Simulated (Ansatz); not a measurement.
Geometry optimisation, UKS PBE/def2-SVP (Ansatz).

Input:

```yaml
crystal:
  periodic: [false, false, false]
  atoms:
    - { symbol: W, position_ang: [0.108427, -0.029677, 0.006254] }
    - { symbol: F, position_ang: [0.639537, -0.181175, 1.781015] }
    - { symbol: F, position_ang: [1.910006, -0.036902, -0.487281] }
    - { symbol: F, position_ang: [0.150251, 1.827133, 0.140685] }
    - { symbol: F, position_ang: [-1.690713, -0.016274, 0.478868] }
    - { symbol: F, position_ang: [0.053214, -1.889052, -0.114092] }
    - { symbol: F, position_ang: [-0.344117, 0.093738, -1.799147] }
    - { symbol: "N", position_ang: [-0.632449, 0.214539, 3.878782] }
    - { symbol: H, position_ang: [-0.381095, -0.742553, 4.224248] }
    - { symbol: H, position_ang: [0.186939, 0.760222, 4.24067] }
magnetization:
  spin_polarized: true
  initial_magnetization: 1
basis:
  gaussian: { orbitals: def2-SVP }
hamiltonian:
  xc: pbe
relax:
  f_tol: 0.03
  max_steps: 50
```

Run as:

```bash
$ ansatz run input.yaml --threads 4 --pin off --max-ram 5120MiB --backend cpu --events-out ev --progress --plain --runs-dir out
```

Problem. Where does it end, and by what steps?

Solution. It converged. The force dipped under the threshold on the way, but the program's further checks kept it going. After 24 steps the energy has fallen by 0.093 eV; F2 moved furthest, 1.03 Å.

| step | energy less start (eV) | largest force component (eV/Å) | accepted |
| --- | --- | --- | --- |
| 0 | 0.0000 | 0.262 | yes |
| 1 | -0.0217 | 0.396 | yes |
| 2 | -0.0262 | 0.575 | yes |
| 3 | -0.0378 | 0.085 | yes |
| 4 | -0.0427 | 0.071 | yes |
| 5 | -0.0449 | 0.625 | yes |
| 6 | -0.0591 | 0.044 | yes |
| 7 | -0.0630 | 0.093 | yes |
| 8 | -0.0569 | 0.650 | no |
| 9 | -0.0686 | 0.111 | yes |
| 10 | -0.0696 | 0.538 | yes |
| 11 | -0.0780 | 0.216 | yes |
| 12 | -0.0856 | 0.017 | yes |
| 13 | -0.0818 | 0.426 | no |
| 14 | -0.0878 | 0.311 | yes |
| 15 | -0.0900 | 0.133 | yes |
| 16 | -0.0893 | 0.343 | no |
| 17 | -0.0915 | 0.036 | yes |
| 18 | -0.0922 | 0.024 | yes |
| 19 | -0.0907 | 0.326 | no |
| 20 | -0.0926 | 0.023 | yes |
| 21 | -0.0924 | 0.142 | no |
| 22 | -0.0927 | 0.043 | yes |
| 23 | -0.0927 | 0.070 | no |
| 24 | -0.0928 | 0.002 | yes |

```xyz
10
Properties=species:S:1:pos:R:3
W 0.233 -0.206 0.059
F 1.258 -0.926 1.431
F 1.798 0.209 -0.868
F 0.262 1.486 0.825
F -1.356 -0.654 0.913
F 0.224 -1.873 -0.782
F -0.753 0.479 -1.370
N -0.457 0.430 3.622
H -1.049 -0.148 4.259
H -0.160 1.201 4.261
```

Whether the end is a true minimum wasn't checked by a vibrational analysis.

The run took 93 s on 4 threads of Arm Neoverse V1 (shared host), peak memory 0.29 GiB.
